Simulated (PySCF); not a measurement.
PySCF input file for Ga(GeH3)(H)2 (GaGeH₅), SMILES [GaH2][GeH3], IEF-PCM-ωB97X/def2-SVP. Geometry optimised at ωB97X-D3(BJ)/def2-TZVP.

```python
import numpy as np
from pyscf import gto, scf, dft
from pyscf.solvent import pcm

mol = gto.M(
    atom='''
    Ga   -1.21430645   -0.11249738   -0.27012559
    Ge    1.14266988    0.10302424    0.25322983
    H     1.98693344   -1.08912564   -0.22112114
    H     1.72214912    1.36859976   -0.40193822
    H     1.35605463    0.24935356    1.76921063
    H    -2.22095813    0.98317671    0.22593593
    H    -1.76611519   -1.32136149   -1.10154848
    ''',
    basis='def2-SVP',
    charge=0,
    spin=0,
    max_memory=1600,
    verbose=3,
)
mf = dft.RKS(mol, xc='wb97x').density_fit(auxbasis='def2-universal-jkfit')
mf.grids.level = 3
mf.conv_tol = 1e-9
mf.max_cycle = 100
mf.kernel()
res = {}
for name, eps in {'water': 78.355, 'methanol': 32.613, 'benzene': 2.2706}.items():
    s = mf.PCM()
    s.with_solvent.method, s.with_solvent.eps, s.with_solvent.lebedev_order = 'IEF-PCM', eps, 29
    s.kernel(mf.make_rdm1())
    res[name] = (s.e_tot, eps, s.dip_moment(), s.mo_energy, s.converged)
    print(f'{name}: electrostatic solvation free energy {(s.e_tot - mf.e_tot) * 627.509474:.3f} kcal/mol')
```

Output:

```
converged SCF energy = -4004.41828368066

WARN: PCM is an experimental feature. It is still in testing.
Features and APIs may be changed in the future.

converged SCF energy = -4004.42249303875
Dipole moment(X, Y, Z, Debye): -0.40786, -0.09087, -0.10854
water: electrostatic solvation free energy -2.641 kcal/mol

WARN: PCM is an experimental feature. It is still in testing.
Features and APIs may be changed in the future.

converged SCF energy = -4004.42235884377
Dipole moment(X, Y, Z, Debye): -0.40449, -0.08993, -0.10741
methanol: electrostatic solvation free energy -2.557 kcal/mol

WARN: PCM is an experimental feature. It is still in testing.
Features and APIs may be changed in the future.

converged SCF energy = -4004.4200737772
Dipole moment(X, Y, Z, Debye): -0.34376, -0.07477, -0.08939
benzene: electrostatic solvation free energy -1.123 kcal/mol
```

The run converged.

Cost: roughly 40 core-seconds.
